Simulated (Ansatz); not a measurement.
Compare A (`CSB[SiH3]`) with its isomer B (`CBS[SiH3]`).

Gas-phase electronic energies from Ansatz, PBE0-D4/def2-TZVP geometries. CCSD(T)/CBS adds triple-zeta CCSD(T) − MP2 to the extrapolated MP2 energy (def2 sets, frozen cores). Functionals use def2-TZVPP. B3LYP here is the variant with VWN-RPA as its local correlation; programs differ in this. One conformer a species, not always the lowest.

Problem. Which is lower in electronic energy at CCSD(T)/CBS, and by how much? (Estimate.)

Solution. Computed: B, by 111.9 kJ/mol.

Problem. Give E(B) − E(A) in kJ/mol with MP2/def2-TZVPP, B3LYP, CCSD(T)/def2-TZVPP, B2PLYP, ωB97M-V, r2SCAN-D4, PBE-D4. (Estimate.)

Solution. Computed: MP2/def2-TZVPP -119.1, B3LYP -107.7, CCSD(T)/def2-TZVPP -110.0, B2PLYP -111.7, ωB97M-V -115.1, r2SCAN-D4 -110.6, PBE-D4 -100.4. None reverses the order clearly.

Problem. Does the order hold for the free energy at 298.15 K (harmonic terms from PBE0-D4)? (Estimate.)

Solution. Ansatz gave: Yes: G(B) − G(A) = -110.8 kJ/mol, for one conformer each.

Largest T1 diagnostic: 0.015.

Leaving LDA and LC-ωPBE aside and taking each functional with its dispersion term where it has one, the values, not all of them listed here, spread over 16.3 kJ/mol, from BHLYP-D4 to revPBE-D4. In def2-TZVPP, CCSD(T) changes the Hartree–Fock value by +12.8 kJ/mol (the triples alone add +2.4 kJ/mol) and MP2 by +3.7 kJ/mol.
